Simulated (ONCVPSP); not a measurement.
# What one change does to a pseudopotential (molybdenum (Mo), ONCV)

Mo, optimised norm-conserving Vanderbilt (ONCV), made with ONCVPSP 4.0.1 (BLYP, fully relativistic). Core [Ar] 3d10, reference 4s2 4p6 4d5 5s0.75 5p0.25. Waves: 4s+5s: rc 2.00 bohr, ncon 3, nbas 6, qcut 6.3 1/bohr, 2 projectors; 4p+5p: rc 2.35 bohr, ncon 3, nbas 6, qcut 6.9 1/bohr, 2 projectors; 4d: rc 1.55 bohr, ncon 5, nbas 8, qcut 7.1 1/bohr, 3 projectors, debl 0.9 Ha. Local part: polynomial inside 0.95 bohr (lpopt 3, dvloc0 0 Ha). Core correction: polynomial model core, fcfact 0.3.

Open shells are filled in proportion to 2j + 1.

All-electron outer shells of the reference configuration (BLYP, scalar-relativistic, ld1.x):

```json
{"shell": "3p", "level (eV)": "-379.44", "outermost node (bohr)": "0.17", "outermost maximum (bohr)": "0.38"}
{"shell": "3d", "level (eV)": "-221.28", "outermost node (bohr)": "–", "outermost maximum (bohr)": "0.32"}
{"shell": "4s", "level (eV)": "-64.61", "outermost node (bohr)": "0.51", "outermost maximum (bohr)": "0.99"}
{"shell": "4p", "level (eV)": "-38.71", "outermost node (bohr)": "0.52", "outermost maximum (bohr)": "1.06"}
{"shell": "5s", "level (eV)": "-4.31", "outermost node (bohr)": "1.34", "outermost maximum (bohr)": "2.93"}
{"shell": "4d", "level (eV)": "-3.98", "outermost node (bohr)": "0.53", "outermost maximum (bohr)": "1.38"}
{"shell": "5p", "level (eV)": "-1.21", "outermost node (bohr)": "1.54", "outermost maximum (bohr)": "4.11"}
```

Change: local potential polynomial inside 0.95 bohr (lpopt 3, dvloc0 9 Ha).

Cutoffs: the cutoffs (Ha) at which the residual kinetic energy of the hardest occupied pseudo-wave falls to 1 and 0.1 mHa per electron; they do not see the model core or the augmentation charge, which bear on the density cutoff. Errors are all-electron minus pseudo energies relative to the spin-unpolarised reference configuration.

Problem. What does the change do?

Solution. The potential gets neither clearly harder nor softer (21 Ha and 26 Ha → 21 Ha and 26 Ha); both files keep a bound ghost (d); the errors of the 3 common tests hardly move; the range in which the s phases agree widens (upper end 2.9 → 4.6).

| quantity | base | changed |
| --- | --- | --- |
| cutoff, loose | 21 Ha | 21 Ha |
| cutoff, tight | 26 Ha | 26 Ha |
| bound ghosts | d5/2, d3/2 | d5/2, d3/2 |
| GHOST(+) flags under 300 eV | s at 93.1 eV | none |
| tests with a reliable result | 3 of 4 | 3 of 4 |
| error for 4s2 4p6 4d5 5s1 5p0, meV [ΔE -0.77 eV] | -0.1 | -0.1 |
| error for 4s2 4p6 4d5 5s0 5p0, meV [ΔE 6.17 eV] | -0.9 | -0.9 |
| error for 4s2 4p6 4d4 5s1 5p1, meV [ΔE 2.89 eV] | -1.1 | -1.1 |
| s: phases at 2.03 bohr within 0.05 rad from the reference energy up to (Ha; the scan ends near 5) | 2.9 | 4.6 |
| p3/2: phases at 2.39 bohr within 0.05 rad from the reference energy up to (Ha; the scan ends near 5) | 4.2 | 4.3 |
| p1/2: phases at 2.39 bohr within 0.05 rad from the reference energy up to (Ha; the scan ends near 5) | 4.2 | 4.3 |
| d5/2: phases at 1.57 bohr within 0.05 rad from the reference energy up to (Ha; the scan ends near 5) | n/a | to the end of the scan |
| d3/2: phases at 1.57 bohr within 0.05 rad from the reference energy up to (Ha; the scan ends near 5) | to the end of the scan | to the end of the scan |
| rms error of d²Exc/dni dnj with the model core, mHa | 2.21 | 2.21 |

 A true bound ghost makes a file unfit for plane-wave use even where its test errors are small: the radial tests pick states by their node count and pass the ghost by.
